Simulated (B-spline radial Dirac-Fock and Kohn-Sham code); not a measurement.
## Ge⁺: non-radiative channels of the K vacancy

System: the Ge⁺ ion, [Ar] 3d10 4s2 4p1, inside a Watson sphere of charge -1 and radius 2 Å (a model of the Madelung potential; inside it an electron's potential energy is raised by 7.2 eV).

Input file task.json (cfg lists n, l and occupation; rrms is the nuclear radius in fm):

```json
{"items": [{
  "Z": 32,
  "q": 1,
  "cfg": [[1, 0, 2], [2, 0, 2], [2, 1, 6], [3, 0, 2], [3, 1, 6], [3, 2, 10], [4, 0, 2], [4, 1, 1]],
  "A": 74,
  "rrms": 4.0742,
  "watson": [-1, 2.0],
  "do": ["binding", "quiet", "decay"],
  "holes": ["K", "L1", "L2", "L3", "M1", "M2", "M3", "M4", "M5", "N1"]
}]}
```

Run with: `python xray_run.py task.json out`

Method: a relativistic independent-particle model: LDA orbitals of the hole state, radiative multipoles to third order, Auger rates from the Coulomb interaction with a continuum orbital, Dirac-Fock energies. Computed with a radial atomic solver. Kinetic energies are configuration averages from the vacuum level; the two-hole energies are estimated from single-hole states.

```tsv
transition	kinetic energy (eV)	width (meV)	share (%)
K-L1L1	8188.2	53.9	6.3
K-L1L2	8363.1	64.2	7.5
K-L1L3	8395.1	112	13.0
K-L2L3	8548.8	275	32.0
K-L3L3	8579.3	150	17.5
K-L1M1	9462.8	15.0	1.7
K-L1M3	9522.9	15.3	1.8
K-L2M3	9690.9	32.5	3.8
K-L3M2	9717.6	32.3	3.8
K-L3M3	9723.0	35.9	4.2
```

For K holes below about Z = 40 intermediate coupling redistributes the KLL shares among these jj groups. The listed channels hold 91 % of the non-radiative rate. Summed by principal shells, of 0.861 eV in all: KLL 77.5 %, KLM 20.4 %, KMM 1.3 %, KLN 0.6 %.
